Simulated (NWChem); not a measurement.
System: BeH$_{2}$SeO; SMILES [OH][Be][SeH]

Input file for NWChem:

```
start job
memory heap 200 mb stack 900 mb global 1100 mb
geometry units angstroms noautoz
  Be    -0.027732    -1.227033    -0.044760
  O     -0.063652    -2.629946    -0.128004
  H     -0.096996    -3.429305     0.389971
  Se     0.065318     0.802402     0.047175
  H     -1.404508     0.888870     0.005241
end
basis spherical
  * library def2-tzvp
end
dft
  xc r2scan
  iterations 150
  mulliken
end
task dft energy
```

The geometry was optimised at PBE0/def2-SVP.

Q: Give the results of this calculation. (r2SCAN/def2-TZVP.) Quantities: energy (Ha); highest occupied level (eV); orbital gap (eV); dipole (D).

A: 
```json
{
 "energy (Ha)": "-2492.80",
 "highest occupied level (eV)": "-6.20",
 "orbital gap (eV)": "5.55",
 "dipole (D)": "1.96"
}
```
